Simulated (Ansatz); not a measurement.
Relaxation of AlF₂H₃O (7 atoms, charge 0, multiplicity 1), to a largest force component of 0.03 eV/Å in at most 50 steps.

Computed with RKS B3LYP/def2-SVP in Ansatz.

```xyz
7
Properties=species:S:1:pos:R:3:forces:R:3
Al 0.039 -0.506 -0.428 0.16 -1.10 0.63
H 0.050 -0.038 2.284 0.04 1.64 0.72
F 1.436 0.329 -0.709 -0.03 0.02 -0.01
F -1.408 0.164 -0.860 -0.04 0.03 -0.04
O 0.142 -2.103 0.255 0.01 1.02 -0.70
H -0.616 -2.694 0.233 -0.10 -0.07 0.04
H 0.027 -0.676 1.949 -0.04 -1.53 -0.64
```

Problem. Where does it end, and by what steps?

Solution. The run converged. After 10 steps the energy has fallen by 0.171 eV; H2 moved furthest, 0.50 Å.

```
step  energy less start (eV)  largest force component (eV/Å)  accepted
   0                  0.0000                           1.639       yes
   1                 -0.0588                           1.317       yes
   2                 -0.1092                           0.796       yes
   3                 -0.1463                           0.610       yes
   4                 -0.1498                           0.593       yes
   5                 -0.1634                           0.257       yes
   6                 -0.1667                           0.143       yes
   7                 -0.1679                           0.100       yes
   8                 -0.1703                           0.043       yes
   9                 -0.1704                           0.038       yes
  10                 -0.1706                           0.014       yes
```

```xyz
7
Properties=species:S:1:pos:R:3
Al 0.028 -0.576 -0.218
H 0.125 0.214 1.855
F 1.415 0.299 -0.434
F -1.411 0.171 -0.567
O 0.124 -2.237 0.079
H -0.604 -2.864 0.043
H -0.007 -0.532 1.966
```

Whether the end is a true minimum wasn't checked by a vibrational analysis.

The run took 28 s on 1 thread of Arm Neoverse V2, on a shared host, peak memory 0.14 GiB.
